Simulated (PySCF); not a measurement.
How the method changes the constants of GaSe

State: ²Σ⁺ (doublet), unpaired electrons σ ↑. Set-up: PySCF, spin-free X2C with a Gaussian nucleus, basis sets Ga x2c-TZVPPall, Se x2c-TZVPPall. De refers to Ga + Se in their high-spin ground configurations, without counterpoise correction. The functionals are run spin-unrestricted. A positive dipole means Ga(−)Se(+).

```
      Level  Re (Å)  ωe (cm⁻¹)  De (eV)  μ (D)  CPU s a point (SCF and correlation, without the integrals)
        UHF   2.229        277     1.73  -3.80                                                         1.1
    UHF-MP2   2.152        372     3.39    n/a                                                         1.9
UHF-SCS-MP2   2.170        351     3.16    n/a                                                         n/a
   UHF-CCSD   2.195        324     3.00    n/a                                                         n/a
UHF-CCSD(T)   2.192        332     3.22    n/a                                                          87
        PBE   2.210        316     3.53  -2.70                                                         1.4
       BP86   2.213        312     3.50  -2.72                                                        0.96
     r²SCAN   2.179        334     3.51  -2.83                                                         2.1
      M06-L   2.219        303     3.41  -2.76                                                           2
       PBE0   2.192        324     3.33  -3.01                                                         2.8
        M06   2.236        285     3.23  -2.80                                                         2.6
       MN15   2.195        309     3.21  -2.78                                                         2.8
    LC-ωPBE   2.165        331     3.05  -3.26                                                         3.5
```

(1) Which functional lies closest to UHF-CCSD(T) in De, which farthest, and by how much do they differ from it?

(2) What does a quarter of exact exchange do here, going from PBE to PBE0?

(3) What does the step from GGA to meta-GGA do here, going from PBE to r²SCAN?

Correlated steps freeze 18 core orbitals. Spin–orbit coupling is left out. The state was picked by a PBE0 search and need not be the measured ground state.

The whole job (state search and all levels along the bond) took about 9 min on 2 threads of Intel Xeon 6975P-C (shared host), peak memory 3.1 GiB.

Answers

(1) Closest is M06 (+4.4 pm in Re, -14.2 % in ωe, +0.01 eV in De against UHF-CCSD(T) in the same basis), farthest PBE (+1.8 pm in Re, -4.8 % in ωe, +0.31 eV in De). CCSD(T) converges more slowly with the basis than the functionals do and binds too weakly in this one, so the order can change at the basis-set limit.

(2) PBE0 less PBE: -1.8 pm in Re, +2.5 % in ωe, -0.20 eV in De. Exact exchange removes part of the self-interaction that spreads semilocal densities, and in most molecules shortens and stiffens the bond and lowers De; so it does here.

(3) r²SCAN less PBE: -3.1 pm in Re, +5.7 % in ωe, -0.02 eV in De.
